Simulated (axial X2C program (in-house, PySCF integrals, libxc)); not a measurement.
# What spin–orbit coupling does to GaZr

Calculated with an axial X2C code built on PySCF integrals. Spin-free means the one-electron spin-free X2C Hamiltonian; two-component (2c) means X2C with spin–orbit coupling and atomic mean-field two-electron Coulomb and Gaunt terms, so the difference of the two also holds small scalar two-electron terms. Basis: Zr dyall-cv3z [11s12p9d6f3g], Ga dyall-cv3z [9s9p7d4f1g] (cores contracted in-house); Gaussian nuclei, density fitting, unrestricted open shells. Masses: Zr 89.905 u, Ga 68.926 u.

Spin-free state: M_S = 5/2, Λ = 2 (beyond evenly filled blocks: 2 × σα, π+α, π-α, δ+α); fragments Zr + Ga.

```csv
level,Re (Å),ωe (cm⁻¹),μ (D)
PBE0,2.593,225.6,-2.69
B3LYP,2.620,214.9,-2.42
```

Dipoles are positive if Ga is the positive end.

Two-component determinant lowest at the distance of the search:

Ω = 1/2 (⟨Sz⟩ = 2.50, ⟨Lz⟩ = -2.00 at PBE0); fragments Zr + Ga.

```
level  Re (Å)  ωe (cm⁻¹)  μ (D)
 PBE0   2.593      225.5  -2.69
B3LYP   2.621      214.7  -2.43
```

Q: From the two tables, how do the constants change at the PBE0 level (2c against spin-free)?

A: At the PBE0 level Re is unchanged within 0.001 Å and ωe is unchanged to within 0.2 cm⁻¹.

Occupations by symmetry block were frozen at the best pattern of an incomplete PBE0 search. De is not given where an atomic determinant may have missed its ground term or J level, or where the truncated virtual space spoils (T). Density functionals use the spin component along the axis (collinear). PBE0 can misorder states that lie within some tenths of an eV, so this need not be the ground state of the molecule. The nearest other spin-free determinant of the search, M_S = 3/2, Λ = 0, lies 0.28 eV up at the distance of the search. Without a current term, density functionals place determinants with orbital angular momentum somewhat too high. Where the spin of this state cannot come from the lowest atoms of a level, the curve heads to a higher limit and no De is given. With several unpaired electrons one determinant need not be a pure state. The stretched end of a curve changes character and is left out.
